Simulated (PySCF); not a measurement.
## Electronic structure of S (sulfur, neutral) at the UHF level

Configuration: [Ne] 3s2 3p4, high-spin 3P determinant. All numbers are calculated (PySCF 2.14, the non-relativistic Hamiltonian (point nucleus), in aug-cc-pwCVQZ).

| Item | Value |
| --- | --- |
| Total energy | -397.512859 hartree |
| One-electron energy | -549.3873 hartree |
| Hartree (Coulomb) energy | 176.9087 hartree |
| Exchange energy | -25.0342 hartree |
| Kinetic energy | 397.51169 hartree |
| ⟨S²⟩ | 2.0136 |
| ⟨L²⟩ | 2.051 |
| Sum of ⟨r⟩ | 15.48 bohr |
| Sum of ⟨r²⟩ | 29.18 bohr² |
| Traceless quadrupole moment −½Σ⟨3z² − r²⟩ along its main axis | -2.17 e·bohr² |
| Density at the nucleus (Gaussians lack the cusp) | 2640 bohr⁻³ |
| Spin density at the nucleus | -0.0153 bohr⁻³ |
| Langevin diamagnetic susceptibility | -23.1 ×10⁻⁶ cm³/mol |

| shell | electrons | mean orbital energy (hartree) | spread (hartree) | rms radius, mean of both spins (bohr) |
| --- | --- | --- | --- | --- |
| 1s α | 1 | -92.01316 | 0 | 0.113 |
| 1s β | 1 | -91.99414 | 0 | 0.113 |
| 2s α | 1 | -9.01285 | 0 | 0.518 |
| 2s β | 1 | -8.99414 | 0 | 0.518 |
| 2p α | 3 | -6.69933 | 0.02032 | 0.492 |
| 2p β | 3 | -6.66434 | 0.01691 | 0.492 |
| 3s α | 1 | -0.98990 | 0 | 1.86 |
| 3s β | 1 | -0.77395 | 0 | 1.86 |
| 3p α | 3 | -0.46320 | 0.07139 | 2.25 |
| 3p β | 1 | -0.37963 | 0 | 2.25 |

Spin-orbit constants ζ (cm⁻¹) from the X2C one-electron operator on these orbitals (non-relativistic here): bare nucleus, nucleus screened by l(l+1)(2l+1)/3 electrons, and screened by the Breit-Pauli mean field of the electrons.

| shell | bare | screened nucleus | mean field |
| --- | --- | --- | --- |
| 2p | 7384 | 6461 | 6041 |
| 3p | 458.0 | 400.7 | 368.5 |

To first order the Landé constant is A = -184.3 cm⁻¹, so the lowest level has J = 2 and lies 0.0228 eV below the centre of the term. This holds in LS coupling only.
